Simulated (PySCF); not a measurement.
C₃H₃F₃, SMILES F[C@H]1[C@H](F)[C@H]1F.

The structure is a stationary point at PBE-D3(BJ)/def2-SVP. The structure was generated by enumeration; whether it is a known compound was not checked.

The numbers are results of PySCF with PBE-D3(BJ)/def2-SVP, not measurements.

No scaling factor is applied to the harmonic values.

Computed harmonic wavenumbers and intensities:
| mode | ν (cm⁻¹) | IR (km/mol) | moving atoms (share of kinetic energy) |
|---|---|---|---|
| 1 | 165 | 1.7 | F 91 % |
| 2 | 268 | 6.2 | C 39 %, F 37 %, H 24 % |
| 3 | 272 | 17.0 | F 44 %, C 43 %, H 14 % |
| 4 | 298 | 0.0 | F 68 %, C 20 %, H 12 % |
| 5 | 462 | 1.4 | F 71 %, C 21 %, H 8 % |
| 6 | 637 | 26.4 | C 55 %, F 36 %, H 9 % |
| 7 | 810 | 24.7 | C 46 %, H 34 %, F 21 % |
| 8 | 927 | 11.5 | C 54 %, H 35 %, F 11 % |
| 9 | 933 | 10.9 | C 76 %, H 19 % |
| 10 | 981 | 1.0 | H 81 %, C 14 % |
| 11 | 1049 | 0.3 | H 56 %, C 44 % |
| 12 | 1108 | 16.2 | C 62 %, H 32 % |
| 13 | 1139 | 36.9 | H 42 %, C 34 %, F 24 % |
| 14 | 1147 | 94.1 | C 37 %, H 37 %, F 26 % |
| 15 | 1197 | 85.7 | H 49 %, C 31 %, F 20 % |
| 16 | 1262 | 28.8 | H 73 %, C 25 % |
| 17 | 1313 | 32.7 | H 53 %, C 43 % |
| 18 | 1476 | 5.3 | C 75 %, H 22 % |
| 19 | 3071 | 0.4 | H 92 %, C 8 % |
| 20 | 3075 | 1.2 | H 91 %, C 9 % |
| 21 | 3080 | 17.9 | H 92 % |
